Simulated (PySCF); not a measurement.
A calculated (B3LYP, PySCF 2.14, cc-pV(T+d)Z, no relativity, point nucleus) atom or ion has these occupied shells.

```
shell  electrons  orbital energy (eV)  rms radius, mean of both spins (bohr)
   1s          2              -1534.5                                  0.140
   2s          2              -121.43                                  0.685
   2p          6              -82.029                                  0.678
   3s          2              -15.604                                   2.56
```

(1) Name the element and its charge.

## Answers

(1) Al⁺ (aluminium, charge +1), in [Ne] 3s2, closed-shell 1S.
